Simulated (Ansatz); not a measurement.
Basis-set extrapolation for `O[SiH2]/C=C\[SiH](O)F` (PBE0-D4/def2-TZVP geometry, frozen core, the Gaussian-basis code of Ansatz). Multiplicity 1, RHF reference.

```tsv
	def2-TZVPP	def2-QZVPP
HF	-907.175801	-907.209805
MP2 correlation	-1.289104	-1.392913
CCSD(T) correlation	-1.382039	not run
```

Energies in hartree. Use E(X) = E(∞) + A·exp(−7.88·√X) for Hartree–Fock and E(X) = E(∞) + B·X^(−2.97) for correlation, with X = 3 and 4, and add CCSD(T) minus MP2 of the smaller set to the MP2 limit.

What is the CCSD(T) energy at the basis-set limit?

HF limit: -907.209805 + (-0.034004) × 0.13774 = -907.21449. MP2 limit: -1.392913 + (-0.103809) × 0.74074 = -1.46981. Higher-order term: -1.382039 − (-1.289104) = -0.09293. Total: -908.77723 hartree, 137.7 kcal/mol below CCSD(T)/def2-TZVPP.
